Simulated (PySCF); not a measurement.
Compound: C7H10O.
Z-matrix (Å and degrees, PBE0-D3(BJ)/def2-SVP geometry), rows numbered from 1:
```
C 
C   1  1.5201
C   2  1.5276  1  112.17
C   3  1.4952  2  112.62  1  -173.48
C   4  1.3431  3  123.12  2    20.69
C   5  1.4777  4  121.96  3     2.58
O   6  1.2121  5  121.76  4  -178.36
C   6  1.5149  5  115.90  4     3.69
H   1  1.1011  2  111.35  3   -56.80
H   1  1.1024  2  110.97  3    63.20
H   1  1.1006  2  111.19  3  -177.06
H   2  1.1059  1  108.34  3   117.68
H   3  1.1087  2  109.74  1   -52.23
H   3  1.1029  2  110.52  1    63.29
H   4  1.0957  3  117.61  2  -159.46
H   5  1.0931  4  122.02  3  -178.86
H   8  1.1073  2  109.53  1    61.20
H   8  1.1000  2  112.36  1   -57.11
```

Computed with PySCF at B3LYP/def2-SVPD, non-relativistic, on one gas-phase PBE0-D3(BJ)/def2-SVP geometry that isn't relaxed in the solvent. The solvent is an IEF-PCM continuum (cavity from Bondi-type radii × 1.2), and excitations are vertical TDDFT with non-equilibrium linear response and a frozen core. Specific hydrogen bonds and non-electrostatic terms are outside this model.

Gas-phase singlets (H = HOMO, L = LUMO):

```json
{"state": "S1", "E (eV)": "3.618", "λ (nm)": "343", "f": "0.000", "leading configurations": "H→L 98%"}
{"state": "S2", "E (eV)": "5.758", "λ (nm)": "215", "f": "0.241", "leading configurations": "H-1→L 89%"}
{"state": "S3", "E (eV)": "6.281", "λ (nm)": "197", "f": "0.014", "leading configurations": "H→L+1 63%, H→L+3 14%"}
{"state": "S4", "E (eV)": "6.398", "λ (nm)": "194", "f": "0.003", "leading configurations": "H-2→L 65%, H-3→L 19%"}
{"state": "S5", "E (eV)": "6.661", "λ (nm)": "186", "f": "0.007", "leading configurations": "H→L+3 40%, H→L+2 20%"}
```

**Question.** How does the list change in chloroform (ε = 4.711)?

**Answer.** 
```json
{"state": "S1", "E (eV)": "3.794", "λ (nm)": "327", "f": "0.000", "leading configurations": "H→L 98%", "change by rank (eV)": "+0.176"}
{"state": "S2", "E (eV)": "5.527", "λ (nm)": "224", "f": "0.317", "leading configurations": "H-1→L 92%", "change by rank (eV)": "-0.231"}
{"state": "S3", "E (eV)": "6.192", "λ (nm)": "200", "f": "0.002", "leading configurations": "H-2→L 75%, H-3→L 20%", "change by rank (eV)": "-0.089"}
{"state": "S4", "E (eV)": "6.485", "λ (nm)": "191", "f": "0.040", "leading configurations": "H-3→L 65%, H-2→L 22%", "change by rank (eV)": "+0.087"}
{"state": "S5", "E (eV)": "6.611", "λ (nm)": "188", "f": "0.031", "leading configurations": "H→L+1 57%, H→L+2 21%", "change by rank (eV)": "-0.050"}
```

**Question.** What are the lowest 5 singlets in acetonitrile (ε = 35.69)?

**Answer.** 
```
state  E (eV)  λ (nm)      f  leading configurations  change by rank (eV)
   S1   3.865     321  0.000                 H→L 98%               +0.247
   S2   5.494     226  0.290               H-1→L 91%               -0.264
   S3   6.119     203  0.002    H-2→L 74%, H-3→L 22%               -0.162
   S4   6.413     193  0.048    H-3→L 68%, H-2→L 22%               +0.015
   S5   6.662     186  0.034    H-4→L 58%, H→L+1 17%               +0.001
```

**Question.** The ground-state energy changes by -0.290 eV from gas to acetonitrile. By how much does the total energy of gas-phase S1 change?

**Answer.** E(S1) = E(S0) + excitation energy, so it changes by -0.290 + 0.247 = -0.043 eV: it is lowered less than the ground state, which is what a blue shift means. This is the vertical state, with the slow part of the continuum still set for S0.

**Question.** How do the frontier levels move from gas to acetonitrile?

**Answer.** 
```json
{"orbital": "LUMO+2", "gas (eV)": "0.78", "solvent (eV)": "1.06", "change (eV)": "+0.28"}
{"orbital": "LUMO+1", "gas (eV)": "0.21", "solvent (eV)": "0.57", "change (eV)": "+0.36"}
{"orbital": "LUMO", "gas (eV)": "-1.74", "solvent (eV)": "-1.72", "change (eV)": "+0.02"}
{"orbital": "HOMO", "gas (eV)": "-6.87", "solvent (eV)": "-7.09", "change (eV)": "-0.22"}
{"orbital": "HOMO-1", "gas (eV)": "-7.69", "solvent (eV)": "-7.57", "change (eV)": "+0.12"}
{"orbital": "HOMO-2", "gas (eV)": "-9.24", "solvent (eV)": "-8.93", "change (eV)": "+0.31"}
{"orbital": "HOMO-3", "gas (eV)": "-9.29", "solvent (eV)": "-8.97", "change (eV)": "+0.32"}
```

The HOMO–LUMO gap goes from 5.13 to 5.38 eV. Rows go by rank; for LUMO+2 the atom shares or the degeneracy differ between the runs, so the row needn't follow one orbital.
